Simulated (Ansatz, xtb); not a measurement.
## Ranking isomers of C6H9NO

8 gas-phase structures of C6H9NO, from a drawn sample of its isomers (lower ones may exist). Each was relaxed with GFN2-xTB:

A. `N[C@@H]1C=CC=C(O)C1`, a singlet
B. `NC1=CCCC(O)=C1`, a singlet
C. `NC1=CC=C(O)CC1`, a singlet
D. `N[C@@H]1C=CC(O)=CC1`, a singlet
E. `NC1=CC(O)=CCC1`, a singlet
F. `N[C@@H]1C=C(O)C=CC1`, a singlet
G. `NC1=CCCC=C1O`, a singlet
H. `NC1=C(O)C=CCC1`, a singlet

Question: Which do you expect lowest at r2SCAN-D4/def2-SVP, and how would the others follow?

Answer: Calculated order at r2SCAN-D4/def2-SVP: C (0.0), B (0.3), E (1.1), G (2.8), H (5.5), A (8.2), F (10.7), D (10.7) kcal/mol. Less than 1 kcal/mol parts C and B; B and E; F and D, so the order within those pairs means little.

Energies above the lowest of each column, in kcal/mol; the last columns are at PBE-D3(BJ)/def2-SVP geometries and were run for some of them only (a dash: not run or not comparable):

```json
{"structure": "C", "GFN2-xTB": "0.0", "HF/STO-3G": "0.0", "r2SCAN-D4/def2-SVP": "0.0", "PBE-D3(BJ)/def2-SVP": "0.0", "CCSD(T)/def2-SVP + ΔMP2/def2-TZVPP": "0.4"}
{"structure": "B", "GFN2-xTB": "1.4", "HF/STO-3G": "0.5", "r2SCAN-D4/def2-SVP": "0.3", "PBE-D3(BJ)/def2-SVP": "0.5", "CCSD(T)/def2-SVP + ΔMP2/def2-TZVPP": "0.0"}
{"structure": "E", "GFN2-xTB": "1.6", "HF/STO-3G": "2.7", "r2SCAN-D4/def2-SVP": "1.1", "PBE-D3(BJ)/def2-SVP": "1.1", "CCSD(T)/def2-SVP + ΔMP2/def2-TZVPP": "1.3"}
{"structure": "G", "GFN2-xTB": "4.2", "HF/STO-3G": "2.6", "r2SCAN-D4/def2-SVP": "2.8", "PBE-D3(BJ)/def2-SVP": "2.0", "CCSD(T)/def2-SVP + ΔMP2/def2-TZVPP": "1.4"}
{"structure": "H", "GFN2-xTB": "6.0", "HF/STO-3G": "5.0", "r2SCAN-D4/def2-SVP": "5.5", "PBE-D3(BJ)/def2-SVP": "4.9", "CCSD(T)/def2-SVP + ΔMP2/def2-TZVPP": "3.5"}
{"structure": "A", "GFN2-xTB": "9.9", "HF/STO-3G": "6.2", "r2SCAN-D4/def2-SVP": "8.2", "PBE-D3(BJ)/def2-SVP": "–", "CCSD(T)/def2-SVP + ΔMP2/def2-TZVPP": "–"}
{"structure": "F", "GFN2-xTB": "11.8", "HF/STO-3G": "8.0", "r2SCAN-D4/def2-SVP": "10.7", "PBE-D3(BJ)/def2-SVP": "–", "CCSD(T)/def2-SVP + ΔMP2/def2-TZVPP": "–"}
{"structure": "D", "GFN2-xTB": "11.8", "HF/STO-3G": "7.9", "r2SCAN-D4/def2-SVP": "10.7", "PBE-D3(BJ)/def2-SVP": "–", "CCSD(T)/def2-SVP + ΔMP2/def2-TZVPP": "–"}
```

CCSD(T)/def2-SVP + ΔMP2/def2-TZVPP has B and C within 1 kcal/mol of each other at the bottom, and every level picks one of them. CCSD(T)/def2-SVP + ΔMP2/def2-TZVPP orders those it was run on as B (0.0), C (0.4), E (1.3), G (1.4), H (3.5) kcal/mol. Less than 1 kcal/mol parts B and C; C and E; E and G, so the order within those pairs means little. Some further structures that were screened fall inside this span and aren't listed. Flexible structures stand in one conformer each, not always the lowest. Frequencies (GFN2-xTB) were run for B, C, E, G, H alone. ΔMP2 is the change of the MP2 energy from the smaller to the larger basis.

Over these structures GFN2-xTB departs from r2SCAN-D4/def2-SVP by 0.4 kcal/mol on average once a common shift is removed. A GFN2-xTB relaxation took about 0.33 s and the r2SCAN-D4/def2-SVP energy about 6.2 s on a shared host (Ansatz 0.2.0, xtb 6.7.1).
